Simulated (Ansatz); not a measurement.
Breaking the Sn1–F3 bond in FHSn (SMILES [F][SnH]) (multiplicity 1 held, fragments rigid). Energies count from the point at 1.961 Å.
Geometry at that point (charge 0, multiplicity 1):
```
atom    x (Å)    y (Å)    z (Å)
----  -------  -------  -------
Sn    -0.0910  -0.1737   0.2189
H     -1.0351  -1.0891  -1.0004
F      0.6204   1.0860  -1.1050
```

Restricted levels (R-, RO-) in cc, def2 and unpolarised 6-31G sets keep to the state of the molecule at rest. Unrestricted levels (U-) break spin symmetry where that is lower. Curves can end on different states.

Frozen-core correlation. Filled d and f shells under p-block atoms count as core.

The values were computed with Ansatz (Gaussian basis) for Hartree–Fock, density functionals and correlated methods.  In def2 rows elements past Kr take small-core potentials, without spin–orbit coupling.

Energies in kJ/mol.

```tsv
R (Å)	R-HF/def2-TZVPP	U-PBE/def2-TZVPP	U-B3LYP/def2-TZVPP	R-MP2/def2-TZVPP	U-CCSD(T)/def2-TZVPP
1.569	275	314	307	307	305
1.765	35	55	51	49	48
1.961	0	0	0	0	0
2.157	41	22	26	32	32
2.353	105	71	79	91	91
2.647	203	153	166	187	185
2.942	289	226	243	275	281
3.432	401	315	336	393	396
3.922	480	365	382	481	459
4.510	548	396	412	557	478
5.295	608	414	431	625	481
6.275	656	424	441	676	482
```

Doubts at one or more of the structures used: a restricted determinant that unrestricted orbitals would lower (R-HF/def2-TZVPP, R-MP2/def2-TZVPP); a spin-contaminated determinant (U-PBE/def2-TZVPP, U-B3LYP/def2-TZVPP, U-CCSD(T)/def2-TZVPP); T1 above 0.05 (U-CCSD(T)/def2-TZVPP).

Ansatz is a first-principles code.
